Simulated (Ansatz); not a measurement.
Gas-phase electronic energies from Ansatz, PBE0-D4/def2-TZVP geometries. CCSD(T)/CBS adds triple-zeta CCSD(T) − MP2 to the extrapolated MP2 energy (def2 sets, frozen cores). This one scheme is used for every species, atoms too. DFT in def2-TZVPP. HSE06 is defined as in plane-wave codes. Open shells (•) are unrestricted, without spin–orbit coupling. Spin–orbit coupling would lower the free atoms: a little for F. Bonds to Br, Ga are less sure, by a few kJ/mol each and by 10 to 20 or more in all where they break to atoms, as the def2 sets lack core-valence functions. Scalar relativity is left out up to krypton. One conformer a species, not always the lowest.

`[F][Ga]([SH])[Br]` → F• + `[SH][Ga][Br]`•  (homolysis of the F–Ga bond)

```csv
level,ΔE (kJ/mol),difference from CCSD(T)/CBS
LDA (SPW92),608.3,65.6
revPBE-D4,505.9,-36.8
B97M-V,524.9,-17.8
r2SCANh-D4,511.4,-31.3
ωB97X-V,534.1,-8.6
PBE-QIDH,522.3,-20.4
r2SCANh,510.6,-32.1
HSE06,507.3,-35.4
BHLYP,484.3,-58.4
MP2/def2-SVP,541.6,-1.1
HF/def2-TZVPP,370.5,-172.2
MP2/def2-TZVPP,558.6,15.9
SCS-MP2/def2-TZVPP,543.3,0.6
HF/def2-QZVPP,373.1,-169.6
MP2/def2-QZVPP,569.6,26.9
MP2/CBS(def2),576.2,33.5
CCSD(T)/CBS,542.7,0
```

Largest T1 diagnostic among the species: 0.013.

From r2SCAN to r2SCAN0 (25 % exact exchange), in def2-TZVPP and without D4, ΔE moves by −19.3 kJ/mol: exact exchange takes away binding that semilocal exchange gives to molecules. Leaving LDA and LC-ωPBE aside and taking each functional with its dispersion term where it has one, the values, not all of them listed here, spread over 46.1 kJ/mol, from BHLYP-D4 to ωB97X-V. LDA lies +84.0 kJ/mol from PBE without D4, its usual overbinding. The D4 term adds +4.7 kJ/mol with B3LYP and +2.6 kJ/mol with PBE0; it sums over pairs of atoms, weighted by their polarisabilities, and B3LYP, whose exchange is more repulsive, gets the larger term.

CCSD(T)/CBS has its own doubt, a few kJ/mol and more with outer-core shells, so smaller differences from it don't rank the levels.

B3LYP here is the variant with VWN-RPA as its local correlation; programs differ in this.
